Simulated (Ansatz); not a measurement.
Geometry optimisation of Mn2Cu3⁻.

```yaml
crystal:
  periodic: [false, false, false]
  atoms:
    - {symbol: Cu, position_ang: [0.930500, 0.972730, 1.587620]}
    - {symbol: Cu, position_ang: [-1.741310, 0.233530, -1.140380]}
    - {symbol: Cu, position_ang: [1.585410, -1.859520, -1.013370]}
    - {symbol: Mn, position_ang: [0.658670, 0.207450, -0.707650]}
    - {symbol: Mn, position_ang: [-1.433270, 0.445810, 1.273780]}
basis:
  gaussian: {orbitals: def2-SVPD}
total_charge: -1
magnetization: {spin_polarized: true, initial_magnetization: 8}
hamiltonian: {xc: pbe0, dispersion: d4}
scf: {lower_state_search: "off"}
output: {orbitals: {seedname: orbitals}}
relax: {f_tol: 0.02, max_steps: 100}
```

```sh
$ ansatz run in.yaml --threads 4 --pin off --events-out ev --progress --plain --max-ram 4787MiB
```

Output, abridged:

```
Functional definition: PBE0
mean field -196505.21533547 eV, -7221.4334675598 hartree, gradient 3.6e-6 eV, S^2 21.675823; 0 other end points of the search recorded, 0 dependent functions left out
relax step   1: F+E_penalty+E_count = -196505.43936247 eV  Δ(F+E_penalty+E_count) = +0.000e0 eV  max|allowed force component| = 7.615e-1 eV/Å  Δτ_max = 0.0000 Å  (78 SCF iters, accepted)
mean field -196505.30871312 eV, -7221.4368991252 hartree, gradient 6.2e-6 eV, S^2 21.579085; 0 other end points of the search recorded, 0 dependent functions left out
relax step   2: F+E_penalty+E_count = -196505.53000817 eV  Δ(F+E_penalty+E_count) = -9.065e-2 eV  max|allowed force component| = 4.119e-1 eV/Å  Δτ_max = 0.0612 Å  (61 SCF iters, accepted)
mean field -196505.26829509 eV, -7221.4354137897 hartree, gradient 6.6e-6 eV, S^2 21.341745; 0 other end points of the search recorded, 0 dependent functions left out
relax step   3: F+E_penalty+E_count = -196505.48185362 eV  Δ(F+E_penalty+E_count) = +4.815e-2 eV  max|allowed force component| = 9.722e-1 eV/Å  Δτ_max = 0.1960 Å  (48 SCF iters, rejected (line search))
mean field -196505.38878641 eV, -7221.4398417640 hartree, gradient 2.8e-6 eV, S^2 21.481548; 0 other end points of the search recorded, 0 dependent functions left out
relax step   4: F+E_penalty+E_count = -196505.60604788 eV  Δ(F+E_penalty+E_count) = -7.604e-2 eV  max|allowed force component| = 1.220e-1 eV/Å  Δτ_max = 0.0946 Å  (52 SCF iters, accepted)
mean field -196505.41223796 eV, -7221.4407035926 hartree, gradient 4.1e-6 eV, S^2 21.527947; 0 other end points of the search recorded, 0 dependent functions left out
relax step   5: F+E_penalty+E_count = -196505.62545693 eV  Δ(F+E_penalty+E_count) = -1.941e-2 eV  max|allowed force component| = 9.406e-2 eV/Å  Δτ_max = 0.0972 Å  (47 SCF iters, accepted)
mean field -196505.44033888 eV, -7221.4417362824 hartree, gradient 2.6e-6 eV, S^2 21.606058; 0 other end points of the search recorded, 0 dependent functions left out
relax step   6: F+E_penalty+E_count = -196505.64878007 eV  Δ(F+E_penalty+E_count) = -2.332e-2 eV  max|allowed force component| = 1.091e-1 eV/Å  Δτ_max = 0.1490 Å  (51 SCF iters, accepted)
mean field -196505.46663335 eV, -7221.4427025864 hartree, gradient 2.9e-6 eV, S^2 21.670717; 0 other end points of the search recorded, 0 dependent functions left out
relax step   7: F+E_penalty+E_count = -196505.67116163 eV  Δ(F+E_penalty+E_count) = -2.238e-2 eV  max|allowed force component| = 1.569e-1 eV/Å  Δτ_max = 0.1913 Å  (48 SCF iters, accepted)
mean field -196505.49086457 eV, -7221.4435930672 hartree, gradient 1.8e-6 eV, S^2 21.679642; 0 other end points of the search recorded, 0 dependent functions left out
relax step   8: F+E_penalty+E_count = -196505.69526669 eV  Δ(F+E_penalty+E_count) = -2.411e-2 eV  max|allowed force component| = 8.255e-2 eV/Å  Δτ_max = 0.1998 Å  (49 SCF iters, accepted)
mean field -196505.50224382 eV, -7221.4440112470 hartree, gradient 2.9e-6 eV, S^2 21.726451; 0 other end points of the search recorded, 0 dependent functions left out
relax step   9: F+E_penalty+E_count = -196505.70764126 eV  Δ(F+E_penalty+E_count) = -1.237e-2 eV  max|allowed force component| = 6.257e-2 eV/Å  Δτ_max = 0.1870 Å  (47 SCF iters, accepted)
mean field -196505.50417893 eV, -7221.4440823609 hartree, gradient 9.3e-6 eV, S^2 21.732864; 0 other end points of the search recorded, 0 dependent functions left out
relax step  10: F+E_penalty+E_count = -196505.71081028 eV  Δ(F+E_penalty+E_count) = -3.169e-3 eV  max|allowed force component| = 2.705e-2 eV/Å  Δτ_max = 0.0752 Å  (37 SCF iters, accepted)
mean field -196505.50407868 eV, -7221.4440786767 hartree, gradient 8.0e-6 eV, S^2 21.763623; 0 other end points of the search recorded, 0 dependent functions left out
relax step  11: F+E_penalty+E_count = -196505.71218853 eV  Δ(F+E_penalty+E_count) = -1.378e-3 eV  max|allowed force component| = 4.764e-2 eV/Å  Δτ_max = 0.1343 Å  (46 SCF iters, accepted)
mean field -196505.50487772 eV, -7221.4441080411 hartree, gradient 4.3e-6 eV, S^2 21.766097; 0 other end points of the search recorded, 0 dependent functions left out
relax step  12: F+E_penalty+E_count = -196505.71467264 eV  Δ(F+E_penalty+E_count) = -2.484e-3 eV  max|allowed force component| = 3.340e-2 eV/Å  Δτ_max = 0.0963 Å  (38 SCF iters, accepted)
mean field -196505.50463170 eV, -7221.4440990000 hartree, gradient 4.1e-6 eV, S^2 21.761036; 0 other end points of the search recorded, 0 dependent functions left out
relax step  13: F+E_penalty+E_count = -196505.71545801 eV  Δ(F+E_penalty+E_count) = -7.854e-4 eV  max|allowed force component| = 1.315e-2 eV/Å  Δτ_max = 0.0278 Å  (42 SCF iters, accepted)
mean field -196505.50405107 eV, -7221.4440776624 hartree, gradient 4.2e-6 eV, S^2 21.767074; 0 other end points of the search recorded, 0 dependent functions left out
relax step  14: F+E_penalty+E_count = -196505.71578220 eV  Δ(F+E_penalty+E_count) = -3.242e-4 eV  max|allowed force component| = 1.198e-2 eV/Å  Δτ_max = 0.0430 Å  (40 SCF iters, accepted)
mean field -196505.50383753 eV, -7221.4440698148 hartree, gradient 3.9e-6 eV, S^2 21.774151; 0 other end points of the search recorded, 0 dependent functions left out
relax step  15: F+E_penalty+E_count = -196505.71684995 eV  Δ(F+E_penalty+E_count) = -1.068e-3 eV  max|allowed force component| = 2.631e-2 eV/Å  Δτ_max = 0.0640 Å  (39 SCF iters, accepted)
mean field -196505.50820337 eV, -7221.4442302564 hartree, gradient 4.1e-6 eV, S^2 21.783421; 0 other end points of the search recorded, 0 dependent functions left out
relax step  16: F+E_penalty+E_count = -196505.72325507 eV  Δ(F+E_penalty+E_count) = -6.405e-3 eV  max|allowed force component| = 7.944e-2 eV/Å  Δτ_max = 0.1119 Å  (44 SCF iters, accepted)
mean field -196505.54535733 eV, -7221.4455956391 hartree, gradient 4.5e-6 eV, S^2 21.783630; 0 other end points of the search recorded, 0 dependent functions left out
relax step  17: F+E_penalty+E_count = -196505.76374081 eV  Δ(F+E_penalty+E_count) = -4.049e-2 eV  max|allowed force component| = 1.950e-1 eV/Å  Δτ_max = 0.1906 Å  (43 SCF iters, accepted)
mean field -196505.65093997 eV, -7221.4494757298 hartree, gradient 4.0e-6 eV, S^2 21.769396; 0 other end points of the search recorded, 0 dependent functions left out
relax step  18: F+E_penalty+E_count = -196505.87312614 eV  Δ(F+E_penalty+E_count) = -1.094e-1 eV  max|allowed force component| = 2.856e-1 eV/Å  Δτ_max = 0.1949 Å  (43 SCF iters, accepted)
mean field -196505.82277457 eV, -7221.4557905348 hartree, gradient 4.4e-6 eV, S^2 21.751206; 0 other end points of the search recorded, 0 dependent functions left out
relax step  19: F+E_penalty+E_count = -196506.04803785 eV  Δ(F+E_penalty+E_count) = -1.749e-1 eV  max|allowed force component| = 3.663e-1 eV/Å  Δτ_max = 0.1922 Å  (44 SCF iters, accepted)
mean field -196506.02022651 eV, -7221.4630467597 hartree, gradient 5.0e-6 eV, S^2 21.728267; 0 other end points of the search recorded, 0 dependent functions left out
relax step  20: F+E_penalty+E_count = -196506.24854376 eV  Δ(F+E_penalty+E_count) = -2.005e-1 eV  max|allowed force component| = 3.053e-1 eV/Å  Δτ_max = 0.1963 Å  (45 SCF iters, accepted)
mean field -196506.09712422 eV, -7221.4658726984 hartree, gradient 6.9e-6 eV, S^2 21.704006; 0 other end points of the search recorded, 0 dependent functions left out
relax step  21: F+E_penalty+E_count = -196506.32868906 eV  Δ(F+E_penalty+E_count) = -8.015e-2 eV  max|allowed force component| = 3.811e-1 eV/Å  Δτ_max = 0.1983 Å  (45 SCF iters, accepted)
mean field -196506.17701723 eV, -7221.4688087125 hartree, gradient 6.6e-6 eV, S^2 21.717736; 0 other end points of the search recorded, 0 dependent functions left out
relax step  22: F+E_penalty+E_count = -196506.41060143 eV  Δ(F+E_penalty+E_count) = -8.191e-2 eV  max|allowed force component| = 1.812e-1 eV/Å  Δτ_max = 0.1949 Å  (44 SCF iters, accepted)
mean field -196506.24816276 eV, -7221.4714232627 hartree, gradient 3.2e-6 eV, S^2 21.743164; 0 other end points of the search recorded, 0 dependent functions left out
relax step  23: F+E_penalty+E_count = -196506.48309550 eV  Δ(F+E_penalty+E_count) = -7.249e-2 eV  max|allowed force component| = 1.145e-1 eV/Å  Δτ_max = 0.1950 Å  (51 SCF iters, accepted)
mean field -196506.26975020 eV, -7221.4722165862 hartree, gradient 2.2e-6 eV, S^2 21.755658; 0 other end points of the search recorded, 0 dependent functions left out
relax step  24: F+E_penalty+E_count = -196506.50694458 eV  Δ(F+E_penalty+E_count) = -2.385e-2 eV  max|allowed force component| = 2.237e-1 eV/Å  Δτ_max = 0.1503 Å  (55 SCF iters, accepted)
mean field -196506.29255207 eV, -7221.4730545396 hartree, gradient 3.0e-6 eV, S^2 21.770830; 0 other end points of the search recorded, 0 dependent functions left out
relax step  25: F+E_penalty+E_count = -196506.53056156 eV  Δ(F+E_penalty+E_count) = -2.362e-2 eV  max|allowed force component| = 2.525e-1 eV/Å  Δτ_max = 0.1300 Å  (50 SCF iters, accepted)
mean field -196506.35208042 eV, -7221.4752421659 hartree, gradient 7.6e-6 eV, S^2 21.786287; 0 other end points of the search recorded, 0 dependent functions left out
relax step  26: F+E_penalty+E_count = -196506.59065608 eV  Δ(F+E_penalty+E_count) = -6.009e-2 eV  max|allowed force component| = 2.033e-1 eV/Å  Δτ_max = 0.1919 Å  (45 SCF iters, accepted)
mean field -196506.46859637 eV, -7221.4795240483 hartree, gradient 5.7e-6 eV, S^2 21.794943; 0 other end points of the search recorded, 0 dependent functions left out
relax step  27: F+E_penalty+E_count = -196506.70860020 eV  Δ(F+E_penalty+E_count) = -1.179e-1 eV  max|allowed force component| = 3.183e-1 eV/Å  Δτ_max = 0.1952 Å  (45 SCF iters, accepted)
mean field -196506.61409060 eV, -7221.4848708624 hartree, gradient 7.8e-6 eV, S^2 21.797135; 0 other end points of the search recorded, 0 dependent functions left out
relax step  28: F+E_penalty+E_count = -196506.85574990 eV  Δ(F+E_penalty+E_count) = -1.471e-1 eV  max|allowed force component| = 3.223e-1 eV/Å  Δτ_max = 0.1951 Å  (44 SCF iters, accepted)
mean field -196506.72003901 eV, -7221.4887643949 hartree, gradient 8.5e-6 eV, S^2 21.794779; 0 other end points of the search recorded, 0 dependent functions left out
relax step  29: F+E_penalty+E_count = -196506.96308120 eV  Δ(F+E_penalty+E_count) = -1.073e-1 eV  max|allowed force component| = 9.599e-2 eV/Å  Δτ_max = 0.1930 Å  (45 SCF iters, accepted)
mean field -196506.71965699 eV, -7221.4887503557 hartree, gradient 2.0e-6 eV, S^2 21.821600; 0 other end points of the search recorded, 0 dependent functions left out
relax step  30: F+E_penalty+E_count = -196506.96204711 eV  Δ(F+E_penalty+E_count) = +1.034e-3 eV  max|allowed force component| = 2.062e-1 eV/Å  Δτ_max = 0.1127 Å  (46 SCF iters, rejected (line search))
mean field -196506.72929522 eV, -7221.4891045543 hartree, gradient 2.7e-6 eV, S^2 21.793313; 0 other end points of the search recorded, 0 dependent functions left out
relax step  31: F+E_penalty+E_count = -196506.97243813 eV  Δ(F+E_penalty+E_count) = -9.357e-3 eV  max|allowed force component| = 3.300e-2 eV/Å  Δτ_max = 0.0564 Å  (40 SCF iters, accepted)
mean field -196506.72998760 eV, -7221.4891299986 hartree, gradient 2.6e-6 eV, S^2 21.794871; 0 other end points of the search recorded, 0 dependent functions left out
relax step  32: F+E_penalty+E_count = -196506.97304505 eV  Δ(F+E_penalty+E_count) = -6.069e-4 eV  max|allowed force component| = 7.277e-3 eV/Å  Δτ_max = 0.0171 Å  (43 SCF iters, accepted)
Total energy: -196506.97307229 eV, -7221.4980631964 hartree
Atom 0 at     0.909958     0.753161     0.684927 Å, force     0.005255    -0.002693     0.004506 eV/Å
Atom 1 at    -0.615504     0.573501    -1.073867 Å, force    -0.003568     0.000521    -0.007277 eV/Å
Atom 2 at     1.522145    -0.540850    -1.263524 Å, force    -0.002787     0.001803     0.001293 eV/Å
Atom 3 at    -0.220007    -1.596397     0.348717 Å, force     0.002036     0.000026     0.001637 eV/Å
Atom 4 at    -1.596591     0.810585     1.303747 Å, force    -0.000935     0.000343    -0.000159 eV/Å
Dipole moment:     0.312691     0.003314    -0.270620 e Å
Checks for a lower state left out: stability, starts, cluster_reference, orbital_swaps, neighbouring_geometries, increment
```

Run time 7.1 min (4 threads of Arm Neoverse V1 on a shared host), peak host memory 1.3 GiB.

The charge -1 multiplicity 9 is spin-contaminated (final ⟨S²⟩ up to 21.79, 20.00 for a pure state). The highest occupied level of the charge -1 multiplicity 9 lies above zero (up to 0.09 eV). The electron is either unbound and held by the finite basis, or the level is raised by self-interaction error. The structure comes from a short search, and lower isomers may exist.
